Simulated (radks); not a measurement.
Au I, configuration [Xe] 4f14 5d8 6s1 7s2 (not the ground configuration).

Method: Dirac Kohn-Sham, PBE, spin-unpolarised, spherical densities, point nucleus; open shells fill j = l - 1/2 first; computed with a radial shooting solver on a logarithmic mesh with Libxc functionals.

Energy parts (hartree):
total: -19047.2437
kinetic: 21892.0986
electron-nucleus: -47943.8825
Hartree: 7369.3777
exchange-correlation: -364.8375

Orbitals (lengths in bohr, moments of r in powers of bohr; r(max) is where P^2 peaks):
orbital  occ.  eigenvalue (hartree)      <r^2>   <1/r>   r(max)
1s1/2       2             -2964.649  0.0003930   95.84  0.01041
2s1/2       2             -523.1269   0.005935   23.55  0.06037
2p1/2       2             -501.5866   0.004202   23.49  0.04446
2p3/2       4             -434.1186   0.005390   19.14  0.05184
3s1/2       2             -123.9016    0.03855   8.641   0.1699
3p1/2       2             -114.2360    0.03516   8.550   0.1586
3p3/2       4             -99.34719    0.04158   7.416   0.1736
3d3/2       4             -83.33725    0.03190   7.314   0.1352
3d5/2       6             -80.13801    0.03364   7.055   0.1393
4s1/2       2             -27.34653     0.1870   3.655   0.3831
4p1/2       2             -23.22673     0.1909   3.544   0.3814
4p3/2       4             -19.65643     0.2236   3.151   0.4122
4d3/2       4             -12.92623     0.2362   2.947   0.4052
4d5/2       6             -12.26147     0.2479   2.857   0.4147
5s1/2       2              -4.54520     0.9601   1.482   0.8484
4f5/2       6              -3.63177     0.2969   2.481   0.3733
4f7/2       8              -3.49165     0.3054   2.446   0.3779
5p1/2       2              -3.20541      1.125   1.356   0.8962
5p3/2       4              -2.59108      1.350   1.213   0.9752
5d3/2       4              -0.79138      2.420  0.9097    1.171
5d5/2       4              -0.72600      2.598  0.8762    1.207
6s1/2       1              -0.54724      6.610  0.5294    2.113
7s1/2       2              -0.09058      46.64  0.1911    5.904

The highest occupied level is 7s1/2 at -2.465 eV. The density falls to 0.001 e/bohr^3 at r = 5.92 bohr.
